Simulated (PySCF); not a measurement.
# Reproducing measurements on cyclohexanone

**The experiment to reproduce.**

From NIST CCCBDB Release 22 (SRD 101), experimental dipoles, for the gas: dipole moment 3.02 D.

From NIST CCCBDB Release 22 (SRD 101), experimental polarizabilities, for the gas: mean polarisability 11.061 Å³.

The runs below try to reproduce these values; the comparison stands at the end.

Compound: cyclohexanone, C6H10O.
Atom-mapped SMILES: `[O:1]=[C:2]1[CH2:3][CH2:4][CH2:5][CH2:6][CH2:7]1` (hydrogens: H8, H9 on C3; H10, H11 on C4; H12, H13 on C5; H14, H15 on C6; H16, H17 on C7)

Structure used (GFN2-xTB), in Å, numbered top down from 1:
```xyz
17
C6H10O angstrom
O      2.646    0.441   -0.153
C      1.500    0.275    0.182
C      0.500    1.402    0.297
C     -0.751    1.096   -0.531
C     -1.355   -0.242   -0.120
C     -0.331   -1.356   -0.305
C      0.926   -1.080    0.524
H      0.223    1.504    1.349
H      0.964    2.333   -0.032
H     -1.480    1.897   -0.397
H     -0.481    1.062   -1.588
H     -2.239   -0.450   -0.726
H     -1.668   -0.200    0.925
H     -0.757   -2.317   -0.009
H     -0.055   -1.424   -1.360
H      1.682   -1.848    0.351
H      0.667   -1.081    1.585
```

The PySCF runs (gas phase, on this GFN2-xTB geometry; no spin–orbit coupling):

```csv
level,job,basis functions
PBE0/pcSseg-1,"shieldings, ring-centre shieldings, charges and field gradients",169
BHandHLYP/pcSseg-1,"shieldings, ring-centre shieldings",169
wB97X-D/def2-SVPD,"8 singlets by full TDDFT, 3 Tamm–Dancoff triplets, polarisability",223
PBE0/def2-SVPD,"6 singlets by full TDDFT, 2 Tamm–Dancoff triplets, polarisability",223
B3LYP/pcJ-1,"spin–spin couplings from 16 perturbed nuclei, spin–dipole term left out",289
"BLYP/6-31++G**, start guess sap, level shift 0.3 Eh","spin–spin couplings from 16 perturbed nuclei, spin–dipole term left out",186
```

All basis functions are spherical.

## Comparison

**Dipole moment.** Measured: 3.02 D (NIST CCCBDB Release 22 (SRD 101), experimental dipoles).

```tsv
level	computed (D)	computed − measured (D)	% (from the printed values)
PBE0/pcSseg-1	3.24	+0.22	+7
BHandHLYP/pcSseg-1	3.39	+0.37	+12
wB97X-D/def2-SVPD	3.47	+0.45	+15
PBE0/def2-SVPD	3.43	+0.41	+14
B3LYP/pcJ-1	3.23	+0.21	+7
BLYP/6-31++G**	3.37	+0.35	+12
```

Closest is B3LYP/pcJ-1 (+0.21 D), furthest wB97X-D/def2-SVPD (+0.45 D); one molecule doesn't rank methods. All 6 levels lie above the measurement. The computed dipoles belong to one fixed geometry; measured ones are averaged over vibrations unless marked μe. Magnitudes are compared, not signs.

**Mean polarisability.** Measured: 11.061 Å³ (NIST CCCBDB Release 22 (SRD 101), experimental polarizabilities).

```
            level  computed (Å³)  computed − measured (Å³)  % (from the printed values)
wB97X-D/def2-SVPD         10.369                    -0.692                           -6
   PBE0/def2-SVPD         10.447                    -0.614                           -6
```

Closest is PBE0/def2-SVPD (-0.614 Å³), furthest wB97X-D/def2-SVPD (-0.692 Å³); one molecule doesn't rank methods. The computed values are static and purely electronic, with core orbitals frozen in the response (1 au = 0.148185 Å³). The table of measured values doesn't say here whether a value is static or optical, or holds a vibrational part.

The geometry is computed, not the measured one. Where a level misses, the cause wasn't examined.

wB97X-D is run here without its empirical dispersion term; that term would change no orbital, density or response property at a fixed geometry.
